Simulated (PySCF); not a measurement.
Isomers of C5H8OSi. Computed with PySCF, PBE0-D3(BJ)/def2-SVP geometry optimisation, gas phase. One conformer each; no zero-point energy, no entropy. No frequencies were run at this level. Point groups hold within 0.08 Å.

Question: Rank from lowest to highest electronic energy at this level (kcal/mol).
A. `[CH3:1][C:2]#[C:3]/[CH:4]=[CH:5]\[O:6][SiH3:7]` with C4–C5–O6–Si7 0°
B. `[CH3:1][C:2]#[C:3]/[CH:4]=[CH:5]/[O:6][SiH3:7]` with C4–C5–O6–Si7 -1°

Answer: A (0.0), B (1.5).

Neighbours under 2.5 kcal/mol apart (CC#C/C=C\O[SiH3] and CC#C/C=C/O[SiH3]) can change places with a better method, another conformer or zero-point energy. CC#C/C=C\O[SiH3] and CC#C/C=C/O[SiH3] are stereoisomers, 1.5 kcal/mol apart in the conformers taken.

| SMILES | E (Eh) | E rel (kcal/mol) | dipole (D) | point group | A, B, C (MHz) |
| --- | --- | --- | --- | --- | --- |
| CC#C/C=C\O[SiH3] | -559.28393 | 0.0 | 1.13 | – | 3049, 1483, 1017 |
| CC#C/C=C/O[SiH3] | -559.28161 | 1.5 | 0.48 | – | 11780, 663.3, 635.2 |

How do the relative energies change in single points at PBE0/pcSseg-1 (no added dispersion term) on the same geometries?

```json
{"SMILES": "CC#C/C=C\\O[SiH3]", "PBE0-D3(BJ)/def2-SVP (kcal/mol)": "0.0", "PBE0/pcSseg-1 (kcal/mol)": "0.0", "shift": "0.0"}
{"SMILES": "CC#C/C=C/O[SiH3]", "PBE0-D3(BJ)/def2-SVP (kcal/mol)": "1.5", "PBE0/pcSseg-1 (kcal/mol)": "0.3", "shift": "-1.2"}
```

Each column counts from its own lowest isomer. The order is unchanged; the largest shift is 1.2 kcal/mol.
